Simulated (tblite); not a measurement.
C6H8FNS.
Cartesian coordinates in Å at the GFN2-xTB level; atoms count from 1:
```xyz
17
C6H8FNS angstrom
C      2.9524   -0.1712    0.4020
S      1.3788   -0.8082    1.0326
C      0.1669   -0.1220   -0.0405
C      0.4485    0.7167   -1.0322
F     -0.5189    1.2188   -1.8244
C     -1.2363   -0.5824    0.2928
C     -2.1229    0.5731    0.7759
C     -1.8215   -1.2109   -0.8736
N     -2.2772   -1.7112   -1.7936
H      3.0905   -0.4905   -0.6265
H      2.9757    0.9108    0.4888
H      3.7197   -0.6086    1.0333
H      1.4214    1.0850   -1.3112
H     -1.1678   -1.3436    1.0800
H     -1.6775    1.0332    1.6549
H     -3.1108    0.1996    1.0343
H     -2.2280    1.3232   -0.0036
```

Calculated harmonic vibrations of the isolated species, GFN2-xTB (tblite), most abundant isotopes, no scaling. Against measured fundamentals such values can be off by several per cent, at times by over 20. One conformer, not necessarily the lowest.

Harmonic wavenumbers (cm⁻¹): 31.3, 55.9, 115.0, 159.7, 184.8, 199.9, 202.7, 206.9, 269.1, 296.8, 300.4, 441.4, 477.8, 525.2, 569.4, 734.5, 735.0, 803.3, 886.4, 938.5, 948.9, 984.2, 1036.0, 1076.7, 1106.0, 1123.8, 1246.2, 1260.0, 1282.6, 1313.1, 1405.1, 1445.8, 1448.2, 1482.8, 1489.7, 1675.8, 2412.4, 2919.8, 3031.4, 3039.8, 3041.3, 3045.7, 3058.3, 3059.4, 3112.7.

A = 2013, B = 917.0, C = 820.3 MHz; mass 145.036 u (most abundant isotopes); point group C1, symmetry number 1.

Task: Zero-point energy?

Result: ½Σν̃ = 27590 cm⁻¹ = 330.05 kJ/mol.

Task: What is S at 350 K and 1 bar for an ideal gas of classical rigid rotors and harmonic oscillators?

Result: Translation 174.26, rotation 126.44, vibration 162.49: S = 463.2 J/(mol K).

Task: And Cp and H(350 K) − H(0)?

Result: Cp = 182.92 J/(mol K), of which vibrations give 149.66 (their classical limit is 45 R = 374.2); H(350 K) − H(0) = 40.30 kJ/mol without the zero-point energy, 28.66 from vibrations.

Task: Blend soft modes into free rotors: weight 1/[1 + (100 cm⁻¹/ν̃)⁴] for the oscillator and the rest for a rotor with moment μB/(μ + B), μ = h/(8π²ν), B = 10⁻⁴⁴ kg m². What vibrational entropy results?

Result: 148.41 J/(mol K) in place of 162.49, which changes −T·S at 350 K by +4.93 kJ/mol.

Task: What must be added to the electronic energy to get the Gibbs energy at 350 K and 1 bar?

Result: ZPE + [H(350 K) − H(0)] − T·S = 330.05 + 40.30 − 162.12 = 208.23 kJ/mol.

Task: How do the functions run with temperature in this model?

Result: 
```json
{"T (K)": "100", "S (J/(mol K))": "302.5", "Cp (J/(mol K))": "87.4", "H − H(0) (kJ/mol)": "5.83", "G − H(0) (kJ/mol)": "-24.42", "ln q(vib)": "2.22"}
{"T (K)": "200", "S (J/(mol K))": "377.0", "Cp (J/(mol K))": "129.5", "H − H(0) (kJ/mol)": "16.81", "G − H(0) (kJ/mol)": "-58.58", "ln q(vib)": "5.30"}
{"T (K)": "300", "S (J/(mol K))": "436.3", "Cp (J/(mol K))": "165.6", "H − H(0) (kJ/mol)": "31.58", "G − H(0) (kJ/mol)": "-99.32", "ln q(vib)": "8.27"}
{"T (K)": "500", "S (J/(mol K))": "536.3", "Cp (J/(mol K))": "227.8", "H − H(0) (kJ/mol)": "71.24", "G − H(0) (kJ/mol)": "-196.91", "ln q(vib)": "13.77"}
{"T (K)": "800", "S (J/(mol K))": "657.6", "Cp (J/(mol K))": "287.7", "H − H(0) (kJ/mol)": "149.37", "G − H(0) (kJ/mol)": "-376.71", "ln q(vib)": "21.16"}
{"T (K)": "1000", "S (J/(mol K))": "724.8", "Cp (J/(mol K))": "313.9", "H − H(0) (kJ/mol)": "209.67", "G − H(0) (kJ/mol)": "-515.10", "ln q(vib)": "25.59"}
```

q(vib) and H(0) count from the zero-point level.

Hindered rotation and anharmonicity are outside this model. Other conformers, if any are populated, would add a mixing term that is left out. The structure is chiral; the term R ln 2 for an equal mix with its mirror image is left out.
